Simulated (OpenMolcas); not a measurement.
A calculation on Er3+.

| Property | Result |
| --- | --- |
| Program | OpenMolcas 26.06 |
| Method | MS-CASPT2, IPEA 0.25 Eh, imaginary shift 0.1 Eh (closed shells correlated: 5s 5p) |
| Basis | ANO-RCC-VTZP [8s7p5d3f2g1h] |
| Scalar Hamiltonian | DKH2, point nucleus |
| Active space | 11 electrons in 7 orbitals (4f) |
| State averaging | 2S+1 = 4 odd, 35 roots; 2S+1 = 2 odd, 112 roots (96 in the spin-orbit step) |
| Spin-orbit coupling | state interaction with AMFI integrals over the reference wave functions, term energies averaged over their components |

Q: Which level of the active space comes out lowest?

A: 4f¹¹ ⁴I°_15/2, with 97 % of that term; it is also the measured ground level.

Q: How high does 4f¹¹ ²K°_15/2 lie?

A: 29680 cm⁻¹ above the lowest level.

Q: How high does 4f¹¹ ⁴F°_7/2 lie?

A: 21650 cm⁻¹ above the lowest level.

Q: How high does 4f¹¹ ⁴F°_5/2 lie?

A: 23520 cm⁻¹ above the lowest level.

Q: The level at 25270 cm⁻¹ has J = 9/2. What is it made of, and what is its g factor?

A: 30 % 4f¹¹ ²G°_9/2, 27 % 4f¹¹ ²H°(1), 26 % 4f¹¹ ⁴F°; g = 1.059, against 1.111 from Landé's formula for the pure leading term.

Measured values: the list in Tchang-Brillet, Wyart, Meftah and Ait Mammar, Atoms 6, 52 (2018).

CASPT2 does not keep the components of a term degenerate, so their means are used; among the terms shown or strongly mixed into the levels shown the widest spread is 610 cm-1 (4f¹¹ ⁴I°). Blocks of more than 70 roots (2S+1 = 2 odd) ran without multistate coupling. High states are left out of the spin-orbit mixing, which shifts the levels that they would mix with. Measured partners are found by configuration, term and J. A level has none where our copy of the source lacks it or the pairing is in doubt (some pairs that miss far off the trend of their configuration count as doubtful), and it then counts in no deviation. Only configurations of the active space appear.

A number in round brackets counts repeated terms of one configuration in the order of the reference energies. ° marks odd parity.
